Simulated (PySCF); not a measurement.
A structure optimised at PBE0-D3(BJ)/def2-TZVPD, used in a PySCF frequency run:

```
C
N 1 1.2367
H 1 1.0986 2 121.39
H 1 1.0986 3 117.23 2 180.00
```
Charge 0, spin multiplicity 2.

Question: Write its SMILES, formula and point group.

Answer: C=[N], CH₂N, C2v

Question: What are its rotational constants (standard atomic weights)?

Answer: 285.02, 39.614, 34.780 GHz
